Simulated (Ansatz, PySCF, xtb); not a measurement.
The molecule SnPd, closed-shell singlet (lowest of 2S+1 = 1, 3, 5 at CCSD(T)/def2-TZVPP on PBE0 minima; our sources give no spin for the ground state, which may be another). No spin–orbit coupling.

Constants: fifth-degree fit in 1/R to seven points, most abundant isotopes. In def2 and cc sets the state is the lowest found near the PBE0 minimum, followed along R. The singlet is held restricted. HF and MP2 rows in def2 and cc sets belong to the determinant that coupled cluster picked by its CCSD energy.

Programs: Ansatz (an electronic-structure program) with Gaussian orbitals; PySCF for LANL2DZ rows; xtb for the GFN methods.  In def2 rows elements past Kr take small-core potentials, without spin–orbit coupling.

```
level                                r_e (Å)  ω_e (cm⁻¹)  ω_e x_e (cm⁻¹)  α_e (cm⁻¹)  dipole (D)
-----------------------------------  -------  ----------  --------------  ----------  ----------
GFN1-xTB                               2.400         265             1.6     0.00030           -
GFN2-xTB                               2.398         270             1.2     0.00027           -
HF/def2-TZVPP                          2.464         214            0.90     0.00022           -
HF/def2-QZVPP                          2.459         215            0.91     0.00022           -
SVWN5/def2-TZVPP                       2.344         284            0.63     0.00016        1.46
PBE/def2-TZVPP                         2.392         262            0.61     0.00016        1.30
BP86/LANL2DZ                           2.408         251            0.54     0.00015        1.09
r2SCAN/def2-TZVPP                      2.366         275            0.61     0.00016        0.86
B97M-V/def2-TZVPP                      2.399         254            0.61     0.00017        1.22
B3LYP/LANL2DZ                          2.406         251            0.57     0.00015        1.00
B3LYP/def2-TZVPP                       2.395         261            0.62     0.00016        1.14
PBE0/def2-TZVPP                        2.378         268            0.63     0.00016        0.76
BHLYP/def2-TZVPP                       2.394         257            0.69     0.00017        0.52
CAM-B3LYP/def2-TZVPP                   2.378         268            0.65     0.00016        0.60
wB97X-V/def2-TZVPP                     2.380         268            0.65     0.00016        0.03
wB97M-V/def2-TZVPP                     2.384         265            0.66     0.00017        0.21
B2PLYP/def2-TZVPP                      2.371         279            0.56     0.00015           -
MP2/def2-TZVPP                         2.310         318            0.71     0.00014           -
MP2/def2-QZVPP                         2.306         316            0.67     0.00014           -
MP2/CBS(def2-TZVPP, def2-QZVPP)        2.307         314            0.63     0.00014           -
SCS-MP2/def2-TZVPP                     2.328         304            0.75     0.00015           -
SCS-MP2/def2-QZVPP                     2.326         302            0.72     0.00015           -
CCSD/def2-TZVPP                        2.362         278            0.79     0.00017           -
CCSD/def2-QZVPP                        2.359         277            0.75     0.00017           -
CCSD(T)/def2-TZVPP                     2.365         279            0.72     0.00016           -
CCSD(T)/def2-QZVPP                     2.362         279            0.67     0.00016           -
CCSD(T)/CBS(def2-TZVPP, def2-QZVPP)    2.363         279            0.62     0.00015           -
```

Correlated levels freeze the inner cores; with def2 sets outer-core shells near the valence are correlated too. CBS: X⁻³ extrapolation of the correlation energy, Hartree–Fock from the larger set. Rows in LANL2DZ carry no dispersion term and start afresh at each structure. LANL2DZ brings its own core potentials from Na on.

Doubts at one or more of the structures used: a restricted determinant that unrestricted orbitals would lower (HF/def2-TZVPP, HF/def2-QZVPP, B2PLYP/def2-TZVPP, MP2/def2-TZVPP, MP2/def2-QZVPP, MP2/CBS(def2-TZVPP, def2-QZVPP), SCS-MP2/def2-TZVPP, SCS-MP2/def2-QZVPP, CCSD/def2-TZVPP, CCSD/def2-QZVPP, CCSD(T)/def2-TZVPP, CCSD(T)/def2-QZVPP, CCSD(T)/CBS(def2-TZVPP, def2-QZVPP)).
